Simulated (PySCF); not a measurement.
Homolysis of single bonds, series SiH2(OH)-X. Isolated molecules, 0 K electronic values unless said otherwise. One relaxed conformer stands for each flexible species; it need not be the lowest. Strings in code marks are SMILES.

The four lowest singlet excitations (Tamm–Dancoff). All values below come from B3LYP-D3(BJ)/def2-TZVP // PBE0-D4/def2-TZVP in PySCF. B3LYP has the VWN-RPA correlation part, as in Gaussian. Excitations are Tamm–Dancoff values on a coarser integration grid. The basis has no diffuse functions, so Rydberg states are missing or too high.

```tsv
state	energy (eV)	wavelength (nm)	oscillator strength
S1	5.86	212	0.014
S2	6.01	206	0.010
S3	6.14	202	0.000
S4	6.44	192	0.021
```

Task: Name which member gives these states.
A. `O[SiH2]Br` (H–O–Si–Br torsion 59°)
B. `C[SiH2]O` (C–Si–O–H torsion 70°)
C. `O[SiH2][SiH3]` (H–O–Si–Si torsion 59°)
D. `O[SiH2]I` (H–O–Si–I torsion 56°)

Result: D, `O[SiH2]I` (H–O–Si–I torsion 56°)
